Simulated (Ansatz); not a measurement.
# A geometry optimisation of C5H7FN2S with PBE-D3(BJ)/def2-SVP

The starting geometry of this gas-phase singlet was optimised with GFN2-xTB; its bonds are those of `C[C@H](S)n1nccc1F`.

```xyz
16

C    -0.6661    1.2231   -0.1566
C     0.2962    0.1933   -0.7213
C     2.3023   -0.6142    2.0187
C     3.3510   -0.3878    1.1121
C     2.6961   -0.0459   -0.0418
F     3.1584    0.2930   -1.2425
N     1.3672   -0.0648    0.1933
N     1.1285   -0.4201    1.4596
S    -0.5774   -1.3841   -1.1057
H    -1.5148    1.3399   -0.8244
H    -1.0155    0.8967    0.8204
H    -0.1639    2.1824   -0.0475
H     0.7233    0.5142   -1.6750
H    -0.9337   -1.6143    0.1544
H     2.3666   -0.9079    3.0467
H     4.4049   -0.4640    1.2723
```

Q: Where would you expect an optimisation with PBE-D3(BJ)/def2-SVP to take it?

A: It keeps its bonds, and is `C[C@H](S)n1nccc1F`.

The energy falls by 0.14 eV over 11 steps:

```tsv
step	E − E(last) (eV)
1	0.145
2	0.017
3	0.003
4	0.002
5	0.001
7	0.001
8	0.000
9	0.000
10	0.000
11	0.000
```

Final geometry (Å):

```xyz
16

C    -0.7121    1.2339   -0.1592
C     0.2735    0.2063   -0.7042
C     2.3289   -0.5820    2.0478
C     3.3808   -0.4302    1.1029
C     2.7029   -0.0744   -0.0533
F     3.1407    0.2019   -1.2773
N     1.3680   -0.0145    0.2273
N     1.1233   -0.3390    1.5189
S    -0.5317   -1.3925   -1.1779
H    -1.5346    1.3877   -0.8818
H    -1.1334    0.8818    0.8017
H    -0.1989    2.2006    0.0223
H     0.7354    0.5591   -1.6476
H    -0.8892   -1.6878    0.1044
H     2.4093   -0.8601    3.1067
H     4.4601   -0.5513    1.2319
```

The end wasn't checked by frequencies. Run with Ansatz 0.2.0, 22 s on 4 threads of Arm Neoverse V1, with other jobs on the host.
